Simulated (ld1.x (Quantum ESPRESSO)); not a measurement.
## Al (Z = 13): excitation energies, all-electron against TM semilocal

Al, norm-conserving Troullier–Martins (semilocal form), made with ld1.x (Quantum ESPRESSO) 7.5 (BLYP, scalar-relativistic). Core [Ne], reference 3s1 3p2. Waves: 3p (bound): rc 2.35 bohr; 3d channel at 0.25 Ry: rc 2.00 bohr; 3s (bound): rc 1.35 bohr. Local part: the s channel. Core correction: a·sin(br)/r model core inside 0.85 bohr.

Energies are relative to the spin-unpolarised reference configuration 3s1 3p2; without spin polarisation the order of configurations can differ from experiment. The frozen-core shift is the all-electron ΔE with the core orbitals held at their reference shape minus the fully relaxed ΔE.

```csv
valence configuration,charge,ΔE all-electron (eV),error AE − PS (meV),frozen-core shift (meV)
3s2 3p1,0,-5.188,-3.7,+1.1
3s1 3p0,+2,19.655,+19,+15
3s0 3p3,0,5.397,-6.4,+1.3
3s1 3p1,+1,6.280,+2.3,+1.2
3s2 3p0.5,+0.5,-3.175,-5.9,+0.7
3s2 3p1.3,-0.3,-5.719,-2.6,+1.2
```

**Question.** What are ΔE and the potential's error for 3s2 3p0?

**Answer.** ΔE = 0.439 eV all-electron; the error (AE − PS) is -6.8 meV.
